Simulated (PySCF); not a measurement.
## C6H10N2Si: full NMR table

| Property | Result |
| --- | --- |
| Formula | C6H10N2Si |
| SMILES | N[SiH](N)c1ccccc1 |
| Point group of the computed structure | C1 |
| Degrees of unsaturation | 4 |
| Carbon signals | 4 |
| Proton signals | 5 |

Mapped SMILES: `[NH2:1][SiH:2]([NH2:3])[c:4]1[cH:5][cH:6][cH:7][cH:8][cH:9]1`. Each H is labelled by its parent atom.

PySCF calculation with geometry: PBE0-D3(BJ)/def2-SVP and shielding tensors at PBE0/pcSseg-1 (GIAO); one conformer, non-relativistic, gas phase, one averaged value for each set of equivalent atoms.

Referencing at the same level of theory: TMS for $^{1}$H, $^{13}$C, $^{29}$Si; $^{15}$N against NH3.

```tsv
carbon	δC, type	δH (multiplicity)	HMBC from (2–3 bonds)	span of the C tensor (ppm)
C4	145.1, C	–	H(C5)/H(C9), H(C6)/H(C8), H(Si2)	239
C5/C9	139.5, CH	7.81 (d)	H(C5)/H(C9), H(C7), H(C6)/H(C8), H(Si2)	247
C6/C8	133.2, CH	7.44 (m)	H(C5)/H(C9), H(C7), H(C6)/H(C8)	237
C7	135.7, CH	7.45 (m)	H(C5)/H(C9), H(C6)/H(C8)	237
```

Other nuclei:
```tsv
atoms	nucleus	environment	δ (ppm)	σ (ppm)
H(Si2)	$^{1}$H	hydrogen on a silicon bonded to C, 2 N	5.23	26.04
H(N1)/H(N3)	$^{1}$H	hydrogen on a nitrogen bonded to Si	0.51	30.76
Si2	$^{29}$Si	silicon bonded to C, 2 N, H	-24.3	376.3
N1/N3	$^{15}$N	nitrogen bonded to Si, 2 H	25.0	240.6
```

- Carbon types of the structure: 1 × C, 5 × CH, leaving 5 H on heteroatoms.
- δC 145.1: substituted aromatic carbon.
- δC 139.5, 135.7, 133.2: aromatic CH; the aromatic region.
- δH 7.81, 7.45, 7.44: hydrogen on an aromatic CH; it sits in the deshielding region of the aromatic ring current.
- δH 5.23: hydrogen on a silicon bonded to C, 2 N.
- δH 0.51: hydrogen on a nitrogen bonded to Si; labile proton, position sensitive to the medium.

The OH or NH signal is concentration- and solvent-dependent in practice; the value given is the gas-phase one. Shifts are as computed. Against solution values, carbons near 30 ppm lie about +2 ppm off and those near 130 ppm about +5 ppm. Of 1309 compounds with measured shifts, 239 miss one by over three times the rms of a fit or turn the order of signals round; such compounds aren't used in these exercises. Experimental scales use liquid or dissolved standards, which lie at an offset from isolated NH3 (liquid NH3: subtract about 20 ppm). No couplings were computed; multiplicities are counted from neighbouring protons, with m where these are inequivalent, close in shift, in a saturated or five-membered ring or joined by F or P, and br s for small geminal =CH2 splittings.
